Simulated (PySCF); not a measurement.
A geometry optimisation on `CC(/C=C/C#N)=[N+](C)C`.

Method: PBE0-D3(BJ)/def2-SVP geometry optimisation, gas phase (PySCF 2.14.0). Start geometry: GFN2-xTB. The command runs a driver script over a list of jobs; the input below is this job's line of settings and its coordinates in Å.

Command:
```bash
OMP_NUM_THREADS=1 python probes_run.py task.json out
```

Input:
```
{"job": {"xc": "PBE0", "basis": "def2-SVP", "d3": "d3bj", "grid": 1, "kind": "geom"}, "charge": 1, "multiplicity": 1}
C      0.154788    -1.381808    -1.195158
C      0.080714    -0.228138    -0.269810
C      1.294828     0.321508     0.292758
C      2.406976    -0.386047     0.558701
C      3.562316     0.232666     1.078393
N      4.503018     0.732571     1.497720
N     -1.071675     0.319493    -0.008802
C     -2.279720    -0.119000    -0.664430
C     -1.238781     1.373536     0.966907
H      1.154954    -1.800895    -1.235520
H     -0.103376    -1.067516    -2.209056
H     -0.553916    -2.161002    -0.913585
H      1.305900     1.385054     0.494771
H      2.475990    -1.460114     0.440506
H     -2.635367    -1.058657    -0.234628
H     -2.116517    -0.273189    -1.730579
H     -3.056899     0.630959    -0.537997
H     -2.231084     1.300398     1.408667
H     -1.151193     2.353315     0.490912
H     -0.506106     1.297545     1.767194
```

Output:
```
step   0  E = -381.85614312  max force = 0.031102
step   1  E = -381.85876295  max force = 0.002178
step   2  E = -381.85884434  max force = 0.002062
step   3  E = -381.85888748  max force = 0.002984
step   4  E = -381.85904265  max force = 0.001614
step   5  E = -381.85898742  max force = 0.001718
step   6  E = -381.85909841  max force = 0.000921
step   7  E = -381.85910379  max force = 0.001827
step   8  E = -381.85915775  max force = 0.000448
step   9  E = -381.85917655  max force = 0.000348
step  10  E = -381.85919408  max force = 0.000569
step  11  E = -381.85921596  max force = 0.000457
step  12  E = -381.85922842  max force = 0.000387
optimisation converged
```

Energies in Eh; «max force» is the largest Cartesian gradient component in Eh/bohr.

Question: Give the first gradient maximum in eV/Å.

Answer: With 1 Eh/bohr = 51.422 eV/Å, 1.599 eV/Å.

Question: How much energy does the optimisation release, in eV?

Answer: E(step 0) − E(last step) = 0.003085 Eh, which is 0.084 eV.

In short: final energy -381.85923 Eh after 12 steps.

Cost: about 9 min of CPU time on one thread; the machine was shared, so the figure is rough.
Labels such as C1 count atoms from 1, the log's own numbers from 0.
